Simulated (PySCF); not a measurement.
## Electronic absorption of C6H11P

Compound: C₆H₁₁P.
SMILES: `CCC1=CCCP1`

Computed with TDDFT PBE0/def2-SVPD, vertical, gas phase, core orbitals frozen in the response in PySCF. Geometry: GFN2-xTB, one conformer, isolated molecule.

Question: What does the calculation give for the low-lying excited states?

Answer: 

```
state  E (eV)  λ (nm)       f  |μ| (D)   main configurations (H = HOMO, L = LUMO)
   S1    5.58   222.2   0.054     1.59                     H→L (86%), H-1→L (11%)
   S2    6.08   204.1   0.029     1.13                                H→L+1 (91%)
   S3    6.14   202.0   0.033     1.19                                H→L+2 (92%)
   S4    6.54   189.6   0.107     2.08                     H-1→L (74%), H→L (10%)
   S5    6.80   182.4   0.017     0.82                                H→L+3 (79%)
   S6    6.97   177.8   0.014     0.72  H-1→L+1 (56%), H-1→L+2 (15%), H→L+4 (14%)
   S7    7.05   175.8  0.0067     0.50                 H→L+4 (76%), H-1→L+1 (18%)
   S8    7.18   172.8   0.073     1.63                H-1→L+2 (66%), H-1→L+1 (9%)
```

Triplets (Tamm–Dancoff): T1 4.04 eV, H→L (73%), H-1→L (16%); T2 5.20 eV, H→L+2 (38%), H-1→L (19%), H→L+1 (11%); T3 5.29 eV, H→L+2 (28%), H-1→L (19%), H→L+3 (18%).

The lowest singlet lies at 5.58 eV (222 nm, ultraviolet) and is of moderate strength; its leading configuration is HOMO→LUMO (86%). The strongest level in the table is S4 at 6.54 eV (190 nm, f = 0.107). Löwdin shares by element: HOMO carbon 37% or more, phosphorus 35%, hydrogen 7% or more (atoms not listed hold the other 21%); LUMO carbon 51% or more, phosphorus 13%, hydrogen 7% or more (atoms not listed hold the other 29%). Of the 8 states listed, 7 reach f = 0.01 and none stays under 0.0005. Weighted by f, the mean energy of these states is 6.48 eV. The listed states span 1.60 eV, and the widest gap between neighbours is 0.50 eV (S1 to S2). The window holds the lowest 8 singlets.

Hardware: Arm Neoverse V1, one thread, no GPU, on a shared host. Cost: 51 s.
